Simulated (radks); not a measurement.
Ga25+, configuration [He] 2s2 2p2. Method: scalar-relativistic Kohn-Sham, LB94 model potential, spin-polarised, spherical densities, finite nucleus; open shells are filled with parallel spins first; Fermi nuclear charge, rms radius 3.9973 fm; computed with a radial shooting solver on a logarithmic mesh with Libxc functionals. Some entries of the table are withheld. Estimate them.

orbital,occ.,eigenvalue (eV),<r^2> (bohr^2),<1/r> (bohr^-1)
1s down,1,(1),0.003132,31.42
1s up,1,(2),0.003138,31.41
2s up,1,-2631.771,0.04884,7.332
2s down,1,-2603.312,0.04924,7.300
2p up,2,-2518.943,(3),7.209
2p down,0,-2492.319,(4),7.212

Answer. 
(1) 1s down eigenvalue (eV): -11930.62
(2) 1s up eigenvalue (eV): -11923.90
(3) 2p up <r^2> (bohr^2): 0.03716
(4) 2p down <r^2> (bohr^2): 0.03731
